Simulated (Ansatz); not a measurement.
Breaking the Ge1–H3 bond in GeH3I (SMILES [GeH3][I]) (multiplicity 1 held, fragments rigid). Energies count from the point at 1.533 Å.
Geometry at that point (charge 0, multiplicity 1):
```
atom    x (Å)    y (Å)    z (Å)
----  -------  -------  -------
Ge    -1.5135  -0.0284   0.0000
I      1.0256   0.0192   0.0000
H     -1.9518  -1.2672  -0.7897
H     -1.9736  -0.1057   1.4603
H     -1.9992   1.2618  -0.6708
```

R- and RO- levels are restricted; in cc, def2 and unpolarised 6-31G sets they are followed outwards from rest. Active spaces are followed from a long bond inwards. Curves can end on different states.

Cores are frozen in the correlated methods. Filled d and f shells under p-block atoms count as core.

Run with Ansatz (a program for electronic structure). Each number belongs to the level named beside it. In def2 rows elements past Kr take small-core potentials, without spin–orbit coupling.

Energies in kcal/mol.

```json
[
 {"R (Å)": "1.226", "R-CCSDT(Q)/def2-SVP": "31.9", "SC-NEVPT2 on CASSCF(2,2)/def2-SVP": "32.8", "FIC-NEVPT4(SD) on CASSCF(2,2)/def2-SVP": "31.9", "FIC-MRCISD+Q on CASSCF(2,2)/def2-SVP": "31.7"},
 {"R (Å)": "1.380", "R-CCSDT(Q)/def2-SVP": "6.3", "SC-NEVPT2 on CASSCF(2,2)/def2-SVP": "6.8", "FIC-NEVPT4(SD) on CASSCF(2,2)/def2-SVP": "6.4", "FIC-MRCISD+Q on CASSCF(2,2)/def2-SVP": "6.3"},
 {"R (Å)": "1.533", "R-CCSDT(Q)/def2-SVP": "0.0", "SC-NEVPT2 on CASSCF(2,2)/def2-SVP": "0.0", "FIC-NEVPT4(SD) on CASSCF(2,2)/def2-SVP": "0.0", "FIC-MRCISD+Q on CASSCF(2,2)/def2-SVP": "0.0"},
 {"R (Å)": "1.686", "R-CCSDT(Q)/def2-SVP": "3.7", "SC-NEVPT2 on CASSCF(2,2)/def2-SVP": "3.2", "FIC-NEVPT4(SD) on CASSCF(2,2)/def2-SVP": "3.6", "FIC-MRCISD+Q on CASSCF(2,2)/def2-SVP": "3.7"},
 {"R (Å)": "1.840", "R-CCSDT(Q)/def2-SVP": "12.2", "SC-NEVPT2 on CASSCF(2,2)/def2-SVP": "11.3", "FIC-NEVPT4(SD) on CASSCF(2,2)/def2-SVP": "12.1", "FIC-MRCISD+Q on CASSCF(2,2)/def2-SVP": "12.3"},
 {"R (Å)": "2.070", "R-CCSDT(Q)/def2-SVP": "28.1", "SC-NEVPT2 on CASSCF(2,2)/def2-SVP": "26.5", "FIC-NEVPT4(SD) on CASSCF(2,2)/def2-SVP": "27.9", "FIC-MRCISD+Q on CASSCF(2,2)/def2-SVP": "28.2"},
 {"R (Å)": "2.300", "R-CCSDT(Q)/def2-SVP": "43.4", "SC-NEVPT2 on CASSCF(2,2)/def2-SVP": "41.5", "FIC-NEVPT4(SD) on CASSCF(2,2)/def2-SVP": "43.3", "FIC-MRCISD+Q on CASSCF(2,2)/def2-SVP": "43.6"},
 {"R (Å)": "2.683", "R-CCSDT(Q)/def2-SVP": "63.1", "SC-NEVPT2 on CASSCF(2,2)/def2-SVP": "60.9", "FIC-NEVPT4(SD) on CASSCF(2,2)/def2-SVP": "63.0", "FIC-MRCISD+Q on CASSCF(2,2)/def2-SVP": "63.4"},
 {"R (Å)": "3.066", "R-CCSDT(Q)/def2-SVP": "74.5", "SC-NEVPT2 on CASSCF(2,2)/def2-SVP": "72.1", "FIC-NEVPT4(SD) on CASSCF(2,2)/def2-SVP": "74.4", "FIC-MRCISD+Q on CASSCF(2,2)/def2-SVP": "74.8"},
 {"R (Å)": "3.526", "R-CCSDT(Q)/def2-SVP": "80.3", "SC-NEVPT2 on CASSCF(2,2)/def2-SVP": "78.0", "FIC-NEVPT4(SD) on CASSCF(2,2)/def2-SVP": "80.3", "FIC-MRCISD+Q on CASSCF(2,2)/def2-SVP": "80.7"},
 {"R (Å)": "4.139", "R-CCSDT(Q)/def2-SVP": "82.4", "SC-NEVPT2 on CASSCF(2,2)/def2-SVP": "80.2", "FIC-NEVPT4(SD) on CASSCF(2,2)/def2-SVP": "82.6", "FIC-MRCISD+Q on CASSCF(2,2)/def2-SVP": "83.0"},
 {"R (Å)": "4.906", "R-CCSDT(Q)/def2-SVP": "82.7", "SC-NEVPT2 on CASSCF(2,2)/def2-SVP": "80.7", "FIC-NEVPT4(SD) on CASSCF(2,2)/def2-SVP": "83.1", "FIC-MRCISD+Q on CASSCF(2,2)/def2-SVP": "83.5"}
]
```

Doubts at one or more of the structures used: a restricted determinant that unrestricted orbitals would lower (R-CCSDT(Q)/def2-SVP); other coupled-cluster roots lie near (R-CCSDT(Q)/def2-SVP); T1 above 0.05 (R-CCSDT(Q)/def2-SVP).
